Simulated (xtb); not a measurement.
A run for xtb: GFN2-xTB on GeH3NO (SMILES [NH2][Ge][OH]), a point of a torsion scan.

```
$ xtb mol.xyz --gfn 2 --opt vtight --chrg 0 --uhf 0 --input xcontrol
6

N     -1.18658609    -0.13289037    -0.10423575
Ge     0.37021453    -0.82802424     0.65902529
O      1.77616232    -0.20612320    -0.27054614
H     -1.92758386    -0.32800542     0.62205184
H     -1.14046697     0.87867955    -0.29412282
H      1.44933720     0.37637344    -0.99632064
$constrain
  force constant=1.0
  dihedral: 1,2,3,6,0.0
$end
```

Output:

```
[...]
           -------------------------------------------------
          |                Calculation Setup                |
           -------------------------------------------------



           -------------------------------------------------
          |                 G F N 2 - x T B                 |
           -------------------------------------------------

        Reference                      10.1021/acs.jctc.8b01176
      * Hamiltonian:
        H0-scaling (s, p, d)           1.850000    2.230000    2.230000
        zeta-weighting                 0.500000
      * Dispersion:
        s8                             2.700000
        a1                             0.520000
        a2                             5.000000
        s9                             5.000000
      * Repulsion:
        kExp                           1.500000    1.000000
        rExp                           1.000000
      * Coulomb:
        alpha                          2.000000
        third order                    shell-resolved
        anisotropic                    true
        a3                             3.000000
        a5                             4.000000
        cn-shift                       1.200000
        cn-exp                         4.000000
        max-rad                        5.000000


          ...................................................
          :                      SETUP                      :
          :.................................................:
          :  # basis functions                  21          :
          :  # atomic orbitals                  20          :
          :  # shells                           10          :
          :  # electrons                        18          :
          :  max. iterations                   250          :
          :  Hamiltonian                  GFN2-xTB          :
          :  restarted?                      false          :
          :  GBSA solvation                  false          :
          :  PC potential                    false          :
          :  electronic temp.          300.0000000     K    :
          :  accuracy                    1.0000000          :
          :  -> integral cutoff          0.2500000E+02      :
          :  -> integral neglect         0.1000000E-07      :
          :  -> SCF convergence          0.1000000E-05 Eh   :
          :  -> wf. convergence          0.1000000E-03 e    :
          :  Broyden damping             0.4000000          :
          :  net charge                          0          :
          :  unpaired electrons                  0          :
          ...................................................

 iter      E             dE          RMSdq      gap      omega  full diag
   1     -9.4495248 -0.944952E+01  0.179E+01    1.84       0.0  T
   2    -10.0558889 -0.606364E+00  0.178E+01    4.92       1.0  T
   3    -10.4406262 -0.384737E+00  0.776E+00    5.02       1.0  T
   4    -10.4951804 -0.545542E-01  0.587E+00    4.83       1.0  T
   5    -10.5441228 -0.489424E-01  0.141E+00    4.00       1.0  T
   6    -10.5379985  0.612429E-02  0.195E+00    3.85       1.0  T
   7    -10.5438974 -0.589893E-02  0.617E-01    4.22       1.0  T
   8    -10.5445599 -0.662471E-03  0.216E-01    4.15       1.0  T
   9    -10.5446651 -0.105141E-03  0.346E-02    4.12       1.2  T
  10    -10.5446675 -0.245104E-05  0.742E-03    4.12       5.5  T
  11    -10.5446676 -0.915623E-07  0.174E-03    4.12      23.5  T
  12    -10.5446676 -0.745359E-08  0.513E-04    4.12      79.5  T
  13    -10.5446676 -0.474943E-09  0.730E-05    4.12     559.4  T

   *** convergence criteria satisfied after 13 iterations ***

         #    Occupation            Energy/Eh            Energy/eV
      -------------------------------------------------------------
         1        2.0000           -0.6652037             -18.1011
       ...           ...                  ...                  ...
         3        2.0000           -0.5718532             -15.5609
         4        2.0000           -0.5264877             -14.3265
         5        2.0000           -0.5044195             -13.7260
         6        2.0000           -0.4496703             -12.2362
         7        2.0000           -0.4454833             -12.1222
         8        2.0000           -0.4145264             -11.2798
         9        2.0000           -0.3723037             -10.1309 (HOMO)
        10                         -0.2210229              -6.0143 (LUMO)
        11                         -0.0913356              -2.4854
        12                         -0.0835170              -2.2726
        13                          0.0283105               0.7704
        14                          0.0359533               0.9783
       ...                                ...                  ...
        20                          0.7287783              19.8311
      -------------------------------------------------------------
                  HL-Ga
[...]
                   -0.2073328              -5.6418 (LUMO)
        11                         -0.1084600              -2.9513
        12                         -0.0684878              -1.8636
        13                          0.0648620               1.7650
        14                          0.0711211               1.9353
       ...                                ...                  ...
        20                          0.7800905              21.2273
      -------------------------------------------------------------
                  HL-Gap            0.1712304 Eh            4.6594 eV
             Fermi-level           -0.2929480 Eh           -7.9715 eV

 SCC (total)                   0 d,  0 h,  0 min,  0.001 sec
 SCC setup                      ...        0 min,  0.000 sec (  2.605%)
 Dispersion                     ...        0 min,  0.000 sec (  0.709%)
 classical contributions        ...        0 min,  0.000 sec (  0.364%)
 integral evaluation            ...        0 min,  0.000 sec ( 21.830%)
 iterations                     ...        0 min,  0.000 sec ( 30.241%)
 molecular gradient             ...        0 min,  0.001 sec ( 39.589%)
 printout                       ...        0 min,  0.000 sec (  4.264%)

         :::::::::::::::::::::::::::::::::::::::::::::::::::::
         ::                     SUMMARY                     ::
         :::::::::::::::::::::::::::::::::::::::::::::::::::::
         :: total energy             -10.509113007883 Eh    ::
         :: gradient norm              0.000102753980 Eh/a0 ::
         :: HOMO-LUMO gap              4.659417528969 eV    ::
         ::.................................................::
         :: SCC energy               -10.574500982650 Eh    ::
         :: -> isotropic ES            0.027221564810 Eh    ::
         :: -> anisotropic ES          0.001192224244 Eh    ::
         :: -> anisotropic XC          0.001454563734 Eh    ::
         :: -> dispersion             -0.002331679529 Eh    ::
         :: repulsion energy           0.065387973024 Eh    ::
         :: add. restraining           0.000000001744 Eh    ::
         :: total charge               0.000000000000 e     ::
         :::::::::::::::::::::::::::::::::::::::::::::::::::::

           -------------------------------------------------
          |                Property Printout                |
           -------------------------------------------------

    * Orbital Energies and Occupations

         #    Occupation            Energy/Eh            Energy/eV
      -------------------------------------------------------------
         1        2.0000           -0.6583709             -17.9152
         2        2.0000           -0.6142253             -16.7139
         3        2.0000           -0.5757415             -15.6667
         4        2.0000           -0.5193057             -14.1310
         5        2.0000           -0.5024829             -13.6733
         6        2.0000           -0.4426512             -12.0452
         7        2.0000           -0.4345685             -11.8252
         8        2.0000           -0.4004907             -10.8979
         9        2.0000           -0.3785632             -10.3012 (HOMO)
        10                         -0.2073328              -5.6418 (LUMO)
        11                         -0.1084600              -2.9513
        12                         -0.0684878              -1.8636
        13                          0.0648620               1.7650
        14                          0.0711211               1.9353
        15                          0.0877809               2.3886
        16                          0.1553557               4.2274
        17                          0.1939991               5.2790
        18                          0.2561506               6.9702
        19                          0.4283410              11.6558
        20                          0.7800905              21.2273
      -------------------------------------------------------------
                  HL-Gap            0.1712304 Eh            4.6594 eV
             Fermi-level           -0.2929480 Eh           -7.9715 eV

     #   Z          covCN         q      C6AA      α(0)
     1   7 N        2.552    -0.420    30.954     8.263
     2  32 Ge       1.612     0.336   249.261    33.044
     3   8 O        1.585    -0.511    23.182     6.497
     4   1 H        0.860     0.147     1.423     1.868
     5   1 H        0.860     0.154     1.376     1.837
     6   1 H        0.807     0.295     0.737     1.349

 Mol. C6AA /au·bohr⁶  :        836.769794
 Mol. C8AA /au·bohr⁸  :      43177.583215
 Mol. α(0) /au        :         52.858379
Note: The following floating-point exceptions are signalling: IEEE_DENORMAL
normal termination of xtb


Wiberg/Mayer (AO) data.
largest (>0.10) Wiberg bond orders for each atom

 ---------------------------------------------------------------------------
     #   Z sym  total        # sym  WBO       # sym  WBO       # sym  WBO
 ---------------------------------------------------------------------------
     1   7 N    3.229 --     2 Ge   1.293     4 H    0.958     5 H    0.943
     2  32 Ge   2.618 --     1 N    1.293     3 O    1.250
     3   8 O    2.167 --     2 Ge   1.250     6 H    0.878
     4   1 H    0.978 --     1 N    0.958
     5   1 H    0.976 --     1 N    0.943
     6   1 H    0.913 --     3 O    0.878
 ---------------------------------------------------------------------------

Topologies differ in total number of bonds
Writing topology from bond orders to xtbtopo.mol

molecular dipole:
                 x           y           z       tot (Debye)
 q only:       -0.546       0.029       0.110
   full:       -0.752       0.258      -0.041       2.025
molecular quadrupole (traceless):
                xx          xy          yy          xz          yz          zz
 q only:       -3.054       0.919       1.737      -0.075      -2.538       1.317
  q+dip:       -2.608       0.928       1.455      -0.245      -2.825       1.153
   full:       -3.157       1.293       1.579      -0.133      -1.970       1.578

           -------------------------------------------------
          |                Geometry Summary                 |
           -------------------------------------------------

      molecular mass/u    :      105.6574805
   center of mass at/Å    :        0.3746645      -0.7275341       0.4190147
  moments of inertia/u·Å² :        0.3591143E+02   0.6512770E+02   0.1010391E+03
rotational constants/cm⁻¹ :        0.4694225E+00   0.2588397E+00   0.1668426E+00

 * 5 selected distances

     #   Z          #   Z                                           value/Å
     1   7 N        2  32 Ge                                      1.8319177 (max)
     2  32 Ge       3   8 O                                       1.7744875
     1   7 N        4   1 H                                       1.0076144
     1   7 N        5   1 H                                       1.0099081
     3   8 O        6   1 H                                       0.9545204 (min)

 * 4 distinct bonds (by element types)

   Z      Z             #   av. dist./Å        max./Å        min./Å
   1 H    7 N           2     1.0087613     1.0099081     1.0076144
   1 H    8 O           1     0.9545204     0.9545204     0.9545204
   7 N   32 Ge          1     1.8319177     1.8319177     1.8319177
   8 O   32 Ge          1     1.7744875     1.7744875     1.7744875


optimized geometry written to: xtbopt.xyz


           -------------------------------------------------
          | TOTAL ENERGY              -10.509113007883 Eh   |
          | GRADIENT NORM               0.000102753980 Eh/α |
          | HOMO-LUMO GAP               4.659417528969 eV   |
           -------------------------------------------------

------------------------------------------------------------------------
------------------------------------------------------------------------
 total:
 SCF:
 ANC optimizer:
```

The run finished.

Warnings raised: the energy holds the restraint's term.

Cost: around 0.07 core-seconds (rough).
